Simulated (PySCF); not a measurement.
Indirect couplings

Bonds (- single, = double, # triple, : aromatic): N1#C2 1.158 Å, C2-C3 1.443 Å, C3:C4 1.401 Å, C4:C5 1.391 Å, C5:C6 1.392 Å, C6:C7 1.397 Å, C7:N8 1.326 Å, N8:C3 1.335 Å. C4 carries H9; C5 carries H10; C6 carries H11; C7 carries H12.

Method: B3LYP/pcJ-1 (spin–dipole term only in couplings to heteroatoms)//PBE0-D3(BJ)/def2-SVP, PySCF 2.14; isolated molecule, single conformer, non-relativistic. Couplings are averaged over pairs made equivalent by symmetry, fast rotation or ring inversion, so a value needn't be that of the named pair in this geometry, while other rotamers aren't included; one pair stands for each set, and the list holds a selection of those of at least 0.8 Hz over up to four bonds.

Isotopes: 13C, 1H, 15N.

```json
{"pair": "N1, C2", "bonds": "1", "J (Hz)": "-19.5"}
{"pair": "C2, C3", "bonds": "1", "J (Hz)": "?"}
{"pair": "C3, C4", "bonds": "1", "J (Hz)": "64.7"}
{"pair": "C3, N8", "bonds": "1", "J (Hz)": "-2.7"}
{"pair": "C4, C5", "bonds": "1", "J (Hz)": "60.2"}
{"pair": "C4, H9", "bonds": "1", "J (Hz)": "176.3"}
{"pair": "C5, C6", "bonds": "1", "J (Hz)": "59.7"}
{"pair": "C5, H10", "bonds": "1", "J (Hz)": "172.4"}
{"pair": "C6, C7", "bonds": "1", "J (Hz)": "?"}
{"pair": "C6, H11", "bonds": "1", "J (Hz)": "173.0"}
{"pair": "C7, H12", "bonds": "1", "J (Hz)": "191.0"}
{"pair": "N1, C3", "bonds": "2", "J (Hz)": "2.6"}
{"pair": "C2, C4", "bonds": "2", "J (Hz)": "?"}
{"pair": "C2, N8", "bonds": "2", "J (Hz)": "?"}
{"pair": "C4, C6", "bonds": "2", "J (Hz)": "-2.1"}
{"pair": "C5, H9", "bonds": "2", "J (Hz)": "1.0"}
{"pair": "C7, H11", "bonds": "2", "J (Hz)": "4.0"}
{"pair": "N8, H12", "bonds": "2", "J (Hz)": "-13.7"}
{"pair": "N1, C4", "bonds": "3", "J (Hz)": "-1.0"}
{"pair": "C2, H9", "bonds": "3", "J (Hz)": "?"}
{"pair": "C3, H10", "bonds": "3", "J (Hz)": "?"}
{"pair": "C7, H10", "bonds": "3", "J (Hz)": "?"}
{"pair": "N8, H11", "bonds": "3", "J (Hz)": "-1.4"}
{"pair": "H10, H11", "bonds": "3", "J (Hz)": "8.5"}
{"pair": "C2, H10", "bonds": "4", "J (Hz)": "1.3"}
{"pair": "H9, H11", "bonds": "4", "J (Hz)": "?"}
```

**Question.** Estimate the withheld couplings, with signs.

**Answer.** 
- 1J(C2,C3) = 106.4 Hz (bond length 1.443 Å)
- 1J(C6,C7) = 58.0 Hz (bond length 1.397 Å)
- 2J(C2,C4) = 8.5 Hz (angle at C3 119°)
- 2J(C2,N8) = -11.5 Hz (angle at C3 117°)
- 3J(C2,H9) = 3.5 Hz (dihedral angle 0°)
- 3J(C3,H10) = 8.2 Hz (dihedral angle 180°)
- 3J(C7,H10) = 7.2 Hz (dihedral angle 180°)
- 4J(H9,H11) = 0.8 Hz
